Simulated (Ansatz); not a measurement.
System: BHI2, charge 0, singlet. BHI2 (diiodoborane, SMILES IBI).
B3LYP-D3(BJ)/def2-TZVP minimum from Ansatz (a first-principles code):
```
B
H 1 1.1800
I 1 2.1136 2 118.54
I 1 2.1136 2 118.54 3 -180.00
```
Charge 0, spin multiplicity 1.

Total energies in hartree (Ansatz). Radicals and triplets start from unrestricted determinants; spin-orbit coupling is neglected. Correlated methods leave the cores frozen (noble-gas shells, and filled d and f shells in the p block). Past Kr the def2 sets carry scalar-relativistic core potentials. For partners of very few electrons the exact lower level stands in for a higher one. Spin-orbit terms, left out, reach several kcal/mol for Br and I, and more for heavier atoms.

| species | HF/def2-TZVPP | CCSD(T)/def2-TZVPP | HF/def2-QZVPP | CCSD(T)/def2-QZVPP | CCSDT(Q)/def2-TZVPP |
|---|---|---|---|---|---|
| 1: BHI2 (diiodoborane, SMILES B(I)I) | -618.63735 | -619.06647 | -618.64067 | -619.11502 | -619.06862 |
| 2: B (doublet) | -24.53233 | -24.59791 | -24.53309 | -24.60074 | -24.59834 |
| 3: H (doublet) | -0.49981 | -0.49981 | -0.49998 | -0.49998 | -0.49981 |
| 4: I (doublet) | -296.65857 | -296.79430 | -296.65973 | -296.81374 | -296.79495 |

Q: Work out the atomisation energy (electronic, to ground-state atoms) in kcal/mol: take Hartree-Fock from def2-QZVPP, extrapolate the CCSD(T) correlation energy as X^-3 (X = 3, 4), and add CCSDT(Q) - CCSD(T) in def2-TZVPP. 1 hartree = 627.51 kcal/mol.

A: 
Species 1: correlation (64·(-0.47435) - 27·(-0.42912))/37 = -0.50736; step -0.00215; E1 = -618.64067 + (-0.50736) + (-0.00215) = -619.15018
Species 2: correlation (64·(-0.06765) - 27·(-0.06558))/37 = -0.06916; step -0.00043; E2 = -24.53309 + (-0.06916) + (-0.00043) = -24.60268
Species 3: correlation (64·(0.00000) - 27·(0.00000))/37 = 0.00000; step +0.00000; E3 = -0.49998 + (0.00000) + (+0.00000) = -0.49998
Species 4: correlation (64·(-0.15401) - 27·(-0.13573))/37 = -0.16735; step -0.00065; E4 = -296.65973 + (-0.16735) + (-0.00065) = -296.82773
-1·E1 +1·E2 +1·E3 +2·E4 = 0.39206 hartree = 246.0 kcal/mol.
